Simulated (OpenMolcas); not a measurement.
# Levels of neutral aluminium by method

- Program: OpenMolcas 26.06
- Basis: ANO-RCC-VQZP [6s5p3d2f1g]
- Scalar Hamiltonian: DKH2, point nucleus
- Active space: 3 electrons in 8 orbitals (3s 3p 4s 4p)
- State averaging: 2S+1 = 4 odd, 1 root (0 in the spin-orbit step); 2S+1 = 2 odd, 3 roots; 2S+1 = 4 even, 3 roots; 2S+1 = 2 even, 5 roots
- Spin-orbit coupling: state interaction with AMFI integrals over the reference wave functions, term energies averaged over their components

Methods on the same reference wave functions:
A. CASSCF
B. SS-CASPT2, IPEA 0.25 Eh, imaginary shift 0.1 Eh (closed shells correlated: 2s 2p)

Energies in eV above 3s² 3p ²P°_1/2, the measured ground level; measured values from NIST Handbook of Basic Atomic Spectroscopic Data.

```
         Level       A       B  Measured
3s² 3p ²P°_1/2  0.0000  0.0000    0.0000
3s² 3p ²P°_3/2  0.0102  0.0102    0.0139
 3s 3p² ⁴P_1/2  3.1044   3.438    3.5981
 3s 3p² ⁴P_3/2  3.1090   3.443    3.6038
 3s 3p² ⁴P_5/2  3.1167   3.450    3.6132
```

Deviations, from unrounded energies. A percentage is the sum of absolute deviations over the sum of measured energies, with the sign that they share, or ± where signs differ.

| Against measurement | Levels | A | B |
| --- | --- | --- | --- |
| mean absolute deviation (cm-1) | 4 | 3000 | 980 |
| fine structure of the ground term (%) | 1 | -26.6 | -26.6 |
| other configurations (%) | 3 | -13.7 | -4.5 |

B lies closest to measurement on these levels. The largest miss of B in the table is 3s 3p² ⁴P_5/2, by -1300 cm-1. The ranking rests on the paired levels alone, and a cruder setting can come out closer through cancelling errors.

The lowest spin-free term lies below A's lowest term by 0.247 hartree in B.

Over all roots computed the reference weight is 0.90 to 0.97 in B; the roots of lowest weight are the least certain, and an intruder state may touch them. Active for correlation alone: 4p 4s; no level in the range computed is led by a configuration that fills them, so any true level of that kind is missing. Terms of s pⁿ other than that of highest spin mix with s² pⁿ⁻² d, which this space lacks; all of them can be thousands of cm-1 off, and some have no real level of that name. Without dynamic correlation excited terms often stand tens of per cent too high (terms of higher spin than the ground term too low), and those without a measured partner can miss by more than the paired ones (holds for A). Measured partners are found by configuration, term and J. A level has none where our copy of the source lacks it or the pairing is in doubt (some pairs that miss far off the trend of their configuration count as doubtful), and it then counts in no deviation. Only configurations of the active space appear. Levels that lie high or do not pair safely by name in every column are left out.

° marks odd parity.
